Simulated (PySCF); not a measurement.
C5H7F. Atoms are numbered in the order given.

```xyz
13

C     -0.2431     2.7744     0.0000
C      0.2650     1.5333     0.0000
C     -0.5325     0.3229     0.0000
C     -0.0236    -0.9190     0.0000
C     -0.7580    -2.2062     0.0000
F      1.3065    -1.0888     0.0000
H     -1.3235     2.9492     0.0000
H      0.4046     3.6538     0.0000
H      1.3511     1.3963     0.0000
H     -1.6217     0.4146     0.0000
H     -0.4869    -2.8029    -0.8863
H     -1.8424    -2.0414     0.0000
H     -0.4869    -2.8029     0.8863
```
Charge 0, spin multiplicity 1.

Coordinates come from a PBE0-D3(BJ)/def2-SVP optimisation. The values are those of a single conformer.

Calculation: B3LYP/pcSseg-1 (PySCF).

GIAO shieldings, no solvent; atoms alike by connectivity are averaged. δ = σ(ref) − σ: ¹³C against TMS (σ = 181.3 ppm); ¹⁹F against CFCl3 (σ = 161.7 ppm); ¹H against TMS (σ = 31.68 ppm), references at their B3LYP-D3(BJ)/def2-TZVP geometries, non-relativistic.

```tsv
nucleus	atoms	count	δ (ppm)
¹³C	C4	1	169.6
¹³C	C2	1	139.9
¹³C	C1	1	121.6
¹³C	C3	1	117.3
¹³C	C5	1	22.6
¹⁹F	F6	1	-105.8
¹H	H9	1	6.98
¹H	H10	1	5.39
¹H	H7, H8	2	5.37
¹H	H11, H12, H13	3	2.26
```
